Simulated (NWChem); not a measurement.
System: BeBrF; SMILES [Br][Be][F]

This build's default masses of Se (78.918 u) and Br (79.917 u) are each other's, which moves their modes by up to 0.6 %.

Task: Give the equilibrium geometry at PBE0/def2-SVP (NWChem) as an XYZ file, with the point group.

Result: point group C*v; any orientation.
```
3

Be     0.0000     0.0000     1.1564
F      0.0000     0.0000     2.5422
Br     0.0000     0.0000    -0.7945
```
